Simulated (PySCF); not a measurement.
Start geometry of Ti(NH2)2(OMe)2 (`C[O][Ti]([NH2])([NH2])[O]C`) from GFN2-xTB (Å):
```
atom  x, y, z in Å
Ti1    0.5154    0.2153    0.2008
N2     0.1272    0.3849    2.0319
H3     0.8408    0.1149    2.6413
H4    -0.1781    1.2533    2.4127
N5     2.2930    0.4284   -0.0966
H6     2.8426   -0.3178   -0.4290
H7     2.7330    1.3039   -0.4351
O8    -0.3166    1.6456   -0.5645
C9    -1.3814    1.7194   -1.4374
H10   -1.0837    2.3608   -2.2911
H11   -2.3181    2.1068   -1.0155
H12   -1.5860    0.7071   -1.8900
O13   -0.1253   -1.2336   -0.4082
C14   -0.5404   -2.4325    0.2286
H15    0.3457   -3.1363    0.4387
H16   -1.1653   -2.9293   -0.4611
H17   -1.0314   -2.1912    1.1348
```

Question: What comes out of this run: PBE0-D3(BJ)/def2-SVP geometry optimisation, gas phase in PySCF?

Answer: 
```
atom  x, y, z in Å
Ti1    0.4995    0.2703    0.1523
N2     0.2315    0.5073    1.9987
H3     0.9701    0.5027    2.6958
H4    -0.6414    0.8190    2.4163
N5     2.3193    0.5568   -0.2064
H6     2.9803   -0.1923   -0.3949
H7     2.7438    1.4543   -0.4247
O8    -0.5708    1.3961   -0.7138
C9    -1.5434    1.7930   -1.6083
H10   -1.1128    2.4272   -2.4046
H11   -2.3280    2.3842   -1.1010
H12   -2.0324    0.9278   -2.0932
O13    0.1497   -1.4395   -0.2195
C14   -0.3231   -2.6009    0.3679
H15    0.3880   -3.4333    0.2158
H16   -1.2885   -2.9052   -0.0764
H17   -0.4702   -2.4679    1.4561
```

The energy falls by 0.766 eV over 19 energy and gradient evaluations, the largest force component goes from 0.0796 to 3.6e-04 Eh/bohr, and the atoms move by 0.353 Å rms after alignment. The bond that changes most is Ti1–O13 (ends: titanium bonded to 2 N and 2 O; oxygen bonded to C and Ti), which lengthens by 0.087 Å. Bonds longer at the end by more than 0.005 Å: 8 of 16; shorter: 5. Among the angles that change most is Ti1–O8–C9, from 131.3° to 157.2°. Among the dihedrals that turn most is N5–Ti1–N2–H4, from 96° to 152°. Rotational constants go from 2125, 1602, 1300 to 2099, 1432, 1185 MHz. The orientation of the end geometry is arbitrary; only internal coordinates are fixed.

The run used 165 basis functions and 148 SCF cycles in all.

Stationary, but not proved a minimum.
